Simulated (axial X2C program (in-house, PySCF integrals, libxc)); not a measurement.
## Low determinants of SiTe at the PBE0 level, 2c

Calculated with an in-house all-electron X2C program for linear molecules (integrals from PySCF). Two-component (2c) means X2C with spin–orbit coupling and atomic mean-field two-electron Coulomb and Gaunt terms. Basis: Te dyall-cv3z [11s12p8d4f1g], Si dyall-v3z [8s7p2d1f] (cores contracted in-house); Gaussian nuclei, density fitting, unrestricted open shells. Masses: Te 129.906 u, Si 27.977 u.

Search at 2.279 Å (vertical energies from the lowest determinant):

```json
{"ΔE (eV)": "0.00", "state": "Ω = 0", "electrons beyond evenly filled partner blocks": "none", "electrons in ±ω = 1/2, 3/2, 5/2, 7/2": "44 18 4 0"}
{"ΔE (eV)": "2.40", "state": "Ω = 1", "electrons beyond evenly filled partner blocks": "ω = -1/2, ω = 3/2", "electrons in ±ω = 1/2, 3/2, 5/2, 7/2": "45 17 4 0"}
{"ΔE (eV)": "2.53", "state": "Ω = 3", "electrons beyond evenly filled partner blocks": "2 × ω = 3/2", "electrons in ±ω = 1/2, 3/2, 5/2, 7/2": "44 18 4 0"}
{"ΔE (eV)": "2.59", "state": "Ω = 2", "electrons beyond evenly filled partner blocks": "ω = 1/2, ω = 3/2", "electrons in ±ω = 1/2, 3/2, 5/2, 7/2": "43 19 4 0"}
{"ΔE (eV)": "2.61", "state": "Ω = 1", "electrons beyond evenly filled partner blocks": "2 × ω = 1/2", "electrons in ±ω = 1/2, 3/2, 5/2, 7/2": "44 18 4 0"}
{"ΔE (eV)": "2.64", "state": "Ω = 2", "electrons beyond evenly filled partner blocks": "ω = 1/2, ω = 3/2", "electrons in ±ω = 1/2, 3/2, 5/2, 7/2": "45 17 4 0"}
{"ΔE (eV)": "2.75", "state": "Ω = 1", "electrons beyond evenly filled partner blocks": "ω = -1/2, ω = 3/2", "electrons in ±ω = 1/2, 3/2, 5/2, 7/2": "43 19 4 0"}
```

Lowest determinant, Ω = 0 (closed shell): Re = 2.276 Å, ωe = 491.6 cm⁻¹.

The determinant in row 2 of the search, Ω = 1 (⟨Sz⟩ = 1.00, ⟨Lz⟩ = 0.00 at PBE0), was followed along the bond at PBE0; measured from the minimum of the lowest determinant it gives:

Te = 1.981 eV (15982 cm⁻¹), Re = 2.534 Å, ωe = 333.1 cm⁻¹.

Problem. Compare the bond of the determinant in row 2 with that of the lowest one.

Solution. At PBE0 its Re is 0.258 Å longer and its force constant, which goes as ωe², is 0.46 times that of the lowest determinant. T0 ≈ Te + Δωe/2 = 15982 + (-79) = 15903 cm⁻¹.

The search compares states at one distance, so a state with another bond length can lie lower; it is not exhaustive and yields mostly the lowest determinant of each block pattern, so other components and higher states of one pattern are missing. These are energies of single determinants, not of spin-adapted states; PBE0 term energies can be off by some tenths of an eV, and the functional has no current term. Open-shell Ω = 0 determinants with evenly filled partner blocks cannot be reached by this program, so the Ω shown need not be the lowest component.
